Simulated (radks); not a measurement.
Results of a calculation; reference values are marked as such.
How relativity changes the ionisation of the titanium ion Ti3+ ([Ar] 3d1) to Ti4+ ([Ar]). Spin-unpolarised spherical Kohn-Sham, BLYP, point nucleus unless stated (finite: rms radius 3.5921 fm), a radial shooting solver on a logarithmic mesh with Libxc functionals. A level marked "c x" has the speed of light scaled by that factor and shares open shells by 2j + 1; other Dirac levels either fill j = l - 1/2 first or share by 2j + 1.

non-rel.: E(Ti3+) (hartree) -847.58479; E(Ti4+) (hartree) -845.98698; IE (eV) 43.478; HOMO 3d; <r> HOMO (bohr) 1.265
scalar-rel.: E(Ti3+) (hartree) -852.07095; E(Ti4+) (hartree) -850.48098; IE (eV) 43.265; HOMO 3d; <r> HOMO (bohr) 1.270
scalar-rel., finite nucleus: E(Ti3+) (hartree) -852.06914; E(Ti4+) (hartree) -850.47917; IE (eV) 43.265; HOMO 3d; <r> HOMO (bohr) 1.270
Dirac, 2j+1 shares: E(Ti3+) (hartree) -852.07955; E(Ti4+) (hartree) -850.48961; IE (eV) 43.265; HOMO 3d5/2; <r> HOMO (bohr) 1.271
Dirac, low j first: E(Ti3+) (hartree) -852.08095; E(Ti4+) (hartree) -850.48961; IE (eV) 43.303; HOMO 3d3/2; <r> HOMO (bohr) 1.269
Dirac, 2j+1 shares, finite nucleus: E(Ti3+) (hartree) -852.07774; E(Ti4+) (hartree) -850.48779; IE (eV) 43.265; HOMO 3d5/2; <r> HOMO (bohr) 1.271
Dirac, c x 0.75: E(Ti3+) (hartree) -855.65564; E(Ti4+) (hartree) -854.07181; IE (eV) 43.098; HOMO 3d5/2; <r> HOMO (bohr) 1.276
Dirac, c x 1.5: E(Ti3+) (hartree) -849.56846; E(Ti4+) (hartree) -847.97415; IE (eV) 43.383; HOMO 3d5/2; <r> HOMO (bohr) 1.268
Dirac, c x 10: E(Ti3+) (hartree) -847.62918; E(Ti4+) (hartree) -846.03145; IE (eV) 43.476; HOMO 3d5/2; <r> HOMO (bohr) 1.265

NIST Atomic Spectra Database: 43.267 eV (measured). The relativistic part of the total energy of Ti3+ is -4.493 hartree (Dirac, 2j+1 shares, finite nucleus), 0.53 % of the non-relativistic value. Spin polarisation and multiplet splitting of open shells are left out at every level.

Beside tabulated values, note that spin-unpolarised runs miss the spin-polarisation part of the exchange energy of open shells.
